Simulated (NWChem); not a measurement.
System: H4PO4 cation; SMILES OP(O)(O)=[OH+]

Here is an NWChem input.

```
start job
memory heap 200 mb stack 900 mb global 1100 mb
charge 1
geometry units angstroms noautosym nocenter noautoz
  O     -0.270452    -1.302489    -0.824459
  P      0.000000     0.000000     0.000000
  O      1.302489    -0.270452     0.824459
  O      0.270452     1.302489    -0.824459
  O     -1.302489     0.270452     0.824459
  H     -1.140668    -1.412038    -1.256895
  H      1.412038    -1.140668     1.256895
  H      1.140668     1.412038    -1.256895
  H     -1.412038     1.140668     1.256895
end
basis spherical
  O library 6-31g*
  P library 6-31g*
  H library 6-31g*
end
dft
  xc hfexch
  iterations 150
end
property
  shielding 3 1 2 6
end
task dft property
```

Output (shortened):

```
             Northwest Computational Chemistry Package (NWChem) 7.3.0
             --------------------------------------------------------

                             Geometry "geometry" -> ""
                             -------------------------

 Output coordinates in angstroms (scale by  1.889725989 to convert to a.u.)

  No.       Tag          Charge          X              Y              Z
 ---- ---------------- ---------- -------------- -------------- --------------
    1 O                    8.0000    -0.27045200    -1.30248900    -0.82445900
    2 P                   15.0000     0.00000000     0.00000000     0.00000000
    3 O                    8.0000     1.30248900    -0.27045200     0.82445900
    4 O                    8.0000     0.27045200     1.30248900    -0.82445900
    5 O                    8.0000    -1.30248900     0.27045200     0.82445900
    6 H                    1.0000    -1.14066800    -1.41203800    -1.25689500
    7 H                    1.0000     1.41203800    -1.14066800     1.25689500
    8 H                    1.0000     1.14066800     1.41203800    -1.25689500
    9 H                    1.0000    -1.41203800     1.14066800     1.25689500

 Effective nuclear repulsion energy (a.u.)     291.2553856954

  xc_inp: hfexch multiplicative factor not found.
                              NWChem Property Module
                              ----------------------

  itol2e modified to match energy
  convergence criterion.

                                 NWChem DFT Module
                                 -----------------

 Summary of "ao basis" -> "ao basis" (spherical)
 ------------------------------------------------------------------------------
       Tag                 Description            Shells   Functions and Types
 ---------------- ------------------------------  ------  ---------------------
 O                           6-31g*                  6       14   3s2p1d
 P                           6-31g*                  8       18   4s3p1d
 H                           6-31g*                  2        2   2s

  itol2e modified to match energy
  convergence criterion.

            General Information
            -------------------
          SCF calculation type: DFT
          Wavefunction type:  closed shell.
          No. of atoms     :     9
          No. of electrons :    50
           Alpha electrons :    25
            Beta electrons :    25
          Charge           :     1
          Spin multiplicity:     1
          Use of symmetry is: off; symmetry adaption is: off
          Maximum number of iterations: 150
          AO basis - number of functions:    82
                     number of shells:    40
          Convergence on energy requested:  1.00D-07
          Convergence on density requested:  1.00D-05
          Convergence on gradient requested:  5.00D-04

              XC Information
              --------------
                     Hartree-Fock (Exact) Exchange  1.000

      Superposition of Atomic Density Guess
      -------------------------------------

 Sum of atomic energies:        -641.64046595

 Renormalizing density from      51.00 to     50

      Non-variational initial energy
      ------------------------------

 Total energy =    -635.741065
 1-e energy   =   -1436.418127
 2-e energy   =     509.421676
 HOMO         =      -0.802218
 LUMO         =      -0.251773

   convergence    iter        energy       DeltaE   RMS-Dens  Diis-err
 ---------------- ----- ----------------- --------- --------- ---------
 d= 0,ls=0.0,diis     1   -642.1569253408 -9.33D+02  1.07D-02  1.94D+00
 d= 0,ls=0.0,diis     2   -642.2965001869 -1.40D-01  3.96D-03  4.94D-01
 d= 0,ls=0.0,diis     3   -642.3405738160 -4.41D-02  7.36D-04  6.62D-03
 d= 0,ls=0.0,diis     4   -642.3414156741 -8.42D-04  1.66D-04  2.03D-04
 d= 0,ls=0.0,diis     5   -642.3414542886 -3.86D-05  4.29D-05  1.27D-05
  Resetting Diis
 d= 0,ls=0.0,diis     6   -642.3414563419 -2.05D-06  1.18D-05  5.03D-07
 d= 0,ls=0.0,diis     7   -642.3414564835 -1.42D-07  1.38D-06  1.62D-08
 d= 0,ls=0.0,diis     8   -642.3414564876 -4.10D-09  8.79D-07  2.62D-09

         Total DFT energy =     -642.341456487551
      One electron energy =    -1454.502556793412
           Coulomb energy =      577.868654361923
    Exchange-Corr. energy =      -56.962939751495
 Nuclear repulsion energy =      291.255385695433

 Numeric. integr. density =        0.000000000000

                       DFT Final Molecular Orbital Analysis
                       ------------------------------------

 Vector   23  Occ=2.000000D+00  E=-8.015954D-01
              MO Center=  1.5D-13, -5.2D-13, -1.3D-10, r^2= 3.0D+00
   Bfn.  Coefficient  Atom+Function         Bfn.  Coefficient  Atom+Function
  ----- ------------  ---------------      ----- ------------  ---------------
     3      0.223597  1 O  px                36      0.223597  3 O  py
    49     -0.223597  4 O  px                64     -0.223597  5 O  py
     5     -0.210717  1 O  pz                37      0.210717  3 O  pz
    51     -0.210717  4 O  pz                65      0.210717  5 O  pz
     9     -0.167182  1 O  pz                41      0.167182  3 O  pz

 Vector   24  Occ=2.000000D+00  E=-7.604466D-01
              MO Center= -4.0D-13, -2.2D-12, -6.2D-01, r^2= 2.7D+00
   Bfn.  Coefficient  Atom+Function         Bfn.  Coefficient  Atom+Function
  ----- ------------  ---------------      ----- ------------  ---------------
     5      0.324656  1 O  pz                51     -0.324656  4 O  pz
     4     -0.279507  1 O  py                50     -0.279507  4 O  py
     9      0.255363  1 O  pz                55     -0.255363  4 O  pz
     8     -0.209695  1 O  py                54     -0.209695  4 O  py
    36      0.103969  3 O  py                64      0.103969  5 O  py

 Vector   25  Occ=2.000000D+00  E=-7.604466D-01
              MO Center= -5.7D-13, -1.3D-13,  6.2D-01, r^2= 2.7D+00
   Bfn.  Coefficient  Atom+Function         Bfn.  Coefficient  Atom+Function
  ----- ------------  ---------------      ----- ------------  ---------------
    37      0.324656  3 O  pz                65     -0.324656  5 O  pz
    35     -0.279507  3 O  px                63     -0.279507  5 O  px
    41      0.255363  3 O  pz                69     -0.255363  5 O  pz
    39     -0.209695  3 O  px                67     -0.209695  5 O  px
     3      0.103969  1 O  px                49      0.103969  4 O  px

[...]

          -----------------------------------------
          Chemical Shielding Tensors (GIAO, in ppm)
          -----------------------------------------

                                NWChem CPHF Module
                                ------------------

  scftype          =     RHF
  nclosed          =       25
  nopen            =        0
  variables        =     1425
  # of vectors     =        3
  tolerance        = 0.10D-03
  level shift      = 0.00D+00
  max iterations   =       50
  max subspace     =       30

 SCF residual:    9.7031259727197113E-006

Iterative solution of linear equations
  No. of variables     1425
  No. of equations        3
  Maximum subspace       30
        Iterations       50
       Convergence  1.0D-04

   iter   nsub   residual    time
   ----  ------  --------  ---------
     1      3    6.66D-01      26.3
     2      6    7.01D-02      27.5
     3      9    2.00D-02      28.9
     4     12    2.27D-03      30.2
     5     15    5.98D-04      31.4
     6     18    9.53D-05      32.6

      Atom:    1  O
        Diamagnetic
    390.1298      4.4139      6.4953
      4.4139    404.6313     14.6261
      6.4953     14.6261    391.7181

        Paramagnetic
   -142.8745     17.5428      1.9759
     17.5428   -121.4432     20.8302
      1.9759     20.8302   -122.4070

        Total Shielding Tensor
    247.2553     21.9567      8.4713
     21.9567    283.1881     35.4563
      8.4713     35.4563    269.3111

           isotropic =     266.5848
          anisotropy =      79.1688

          Principal Components and Axis System
                 1           2           3
              319.3640    247.2767    233.1138

      1         0.2984      0.6755      0.6743
      2         0.7543      0.2660     -0.6002
      3         0.5848     -0.6877      0.4302

      Atom:    2  P
        Diamagnetic
    963.5052      0.0000     -0.0000
      0.0000    963.5052      0.0000
     -0.0000      0.0000    960.5238

        Paramagnetic
   -558.1776     -0.0000      0.0000
     -0.0000   -558.1776     -0.0000
      0.0000     -0.0000   -527.5991

        Total Shielding Tensor
    405.3276     -0.0000      0.0000
     -0.0000    405.3276     -0.0000
      0.0000     -0.0000    432.9248

           isotropic =     414.5267
          anisotropy =      27.5972

          Principal Components and Axis System
                 1           2           3
              432.9248    405.3276    405.3276

      1         0.0000      0.8916      0.4529
      2        -0.0000     -0.4529      0.8916
      3         1.0000     -0.0000      0.0000

      Atom:    3  H
        Diamagnetic
     34.3211      5.4067     12.0560
      5.4067     18.3416      5.5045
     12.0560      5.5045     21.2835

        Paramagnetic
     -1.7090     -0.7236     -3.7137
     -0.7236      3.9537     -1.1388
     -3.7137     -1.1388      3.3465

        Total Shielding Tensor
     32.6121      4.6831      8.3424
      4.6831     22.2953      4.3657
      8.3424      4.3657     24.6300

           isotropic =      26.5125
          anisotropy =      20.3805

          Principal Components and Axis System
                 1           2           3
               40.0994     20.9013     18.5366

      1         0.7869     -0.5526     -0.2746
      2         0.3342      0.7557     -0.5632
      3         0.5187      0.3514      0.7794
```

Level: Hartree-Fock/6-31G* (spherical d), GIAO. The geometry was optimised at B3LYP/6-31G* (spherical d). The output numbers the shielded atoms by their place in the input's list. The printed shielding anisotropy is the first printed principal value minus the mean of the other two.
